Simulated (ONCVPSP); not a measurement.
# Before and after: ONCV potential for silicon

silicon, optimised norm-conserving Vanderbilt (ONCV), made with ONCVPSP 4.0.1 (BLYP, scalar-relativistic). Core [He], reference 2s2 2p6 3s1 3p3. Waves: 2s+3s: rc 0.85 bohr, ncon 5, nbas 8, qcut 10.7 1/bohr, 3 projectors, debl 3.4 Ha; 2p+3p: rc 0.90 bohr, ncon 4, nbas 8, qcut 15.2 1/bohr, 2 projectors; d scattering state at 0.23 Ha: rc 0.85 bohr, ncon 3, nbas 7, qcut 10.7 1/bohr, local. Local part: the d channel. Core correction: Teter function fitted to the true core (icmod 2), fcfact 0.6.

Change: s: rc 1.

Cutoffs: the cutoffs (Ha) at which the residual kinetic energy of the hardest occupied pseudo-wave falls to 1 and 0.1 mHa per electron; they do not see the model core or the augmentation charge, which bear on the density cutoff. Errors are all-electron minus pseudo energies relative to the spin-unpolarised reference configuration.

Problem. How do hardness, ghosts and transferability respond?

Solution. The potential gets softer (94 Ha and 208 Ha → 94 Ha and 106 Ha); the errors of the 4 common tests hardly move; neither file shows a bound ghost. A larger radius leaves more room for a smooth pseudo-wave, so fewer plane waves are needed.

```csv
quantity,base,changed
"cutoff, loose",94 Ha,94 Ha
"cutoff, tight",208 Ha,106 Ha
loose cutoff by channel,"s 63 Ha, p 94 Ha","s 29 Ha, p 94 Ha"
bound ghosts,none,none
GHOST(+) flags under 300 eV,none,none
"error for 2s2 2p6 3s2 3p2, meV [ΔE -6.85 eV]",-0.1,0.0
"error for 2s2 2p6 3s2 3p1, meV [ΔE 0.74 eV]",+1.0,+1.2
"error for 2s2 2p6 3s2 3p0, meV [ΔE 16.63 eV]",+4.7,+5.1
"error for 2s2 2p5 3s2 3p2, meV [ΔE 103.22 eV]",+435,+449
p: phases at 0.92 bohr within 0.05 rad from the reference energy up to (Ha; the scan ends near 5),to the end of the scan,to the end of the scan
d: phases at 0.86 bohr within 0.05 rad from the reference energy up to (Ha; the scan ends near 5),to the end of the scan,to the end of the scan
"rms error of d²Exc/dni dnj with the model core, mHa",1.94,1.89
```
